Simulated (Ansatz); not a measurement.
Geometry optimisation, Ansatz 0.2.0, RKS LDA/def2-SVP.

Input:

```yaml
crystal:
  periodic: [false, false, false]
  atoms:
    - { symbol: W, position_ang: [-0.292939, 0.326903, -0.67184] }
    - { symbol: Cl, position_ang: [1.505996, 0.05003, 2.425464] }
    - { symbol: H, position_ang: [1.777803, -0.469563, 1.215942] }
    - { symbol: F, position_ang: [-0.042541, 1.879402, 0.226829] }
    - { symbol: H, position_ang: [-1.656179, -0.348983, 0.029595] }
    - { symbol: H, position_ang: [0.193817, -0.998308, 0.230094] }
    - { symbol: F, position_ang: [-0.264657, -0.309481, -2.364782] }
basis:
  gaussian: { orbitals: def2-SVP }
hamiltonian:
  xc: lda
relax:
  f_tol: 0.03
  max_steps: 50
```

Run as:

```bash
$ ansatz run input.yaml --threads 2 --pin off --max-ram 3072MiB --backend cpu --events-out ev --progress --plain --runs-dir out
```

Q: Where does it end, and by what steps?

A: It converged. After 26 steps the energy has fallen by 2.110 eV; H3 moved furthest, 1.39 Å. Parted: Cl2–H3 (1.34 → 2.75 Å). Joined: W1–Cl2 (3.59 → 2.22 Å), W1–H3 (2.91 → 1.69 Å).

```
step  energy less start (eV)  largest force component (eV/Å)  accepted
   0                  0.0000                           0.632       yes
   1                 -0.0442                           0.475       yes
   2                 -0.0858                           0.233       yes
   3                 -0.1378                           0.309       yes
   4                 -0.1587                           0.320       yes
   5                 -0.1642                           0.160       yes
   6                 -0.1686                           0.106       yes
   7                 -0.1735                           0.088       yes
   8                 -0.1891                           0.274       yes
   9                 -0.2322                           0.486       yes
  10                 -0.4917                           0.771       yes
  11                 -1.0071                           1.222       yes
  12                 -1.4843                           1.416       yes
  13                 -1.7817                           1.297       yes
  14                 -1.9300                           0.603       yes
  15                 -1.8977                           1.822        no
  16                 -1.9727                           0.220       yes
  17                 -2.0144                           0.245       yes
  18                 -2.0466                           0.528       yes
  19                 -2.0615                           0.880       yes
  20                 -2.0647                           0.505       yes
  21                 -2.1000                           0.221       yes
  22                 -2.1034                           0.148       yes
  23                 -2.1063                           0.074       yes
  24                 -2.1088                           0.126       yes
  25                 -2.1090                           0.184       yes
  26                 -2.1097                           0.014       yes
```

```xyz
7
Properties=species:S:1:pos:R:3
W 0.194 0.346 0.128
Cl 0.649 0.341 2.306
H 1.402 -0.814 -0.075
F 0.249 2.204 -0.256
H -1.153 -0.617 0.456
H 0.072 -1.398 0.176
F -0.193 0.066 -1.644
```

The run took 32 s on 2 threads of Arm Neoverse V2, on a shared host, peak memory 0.13 GiB.
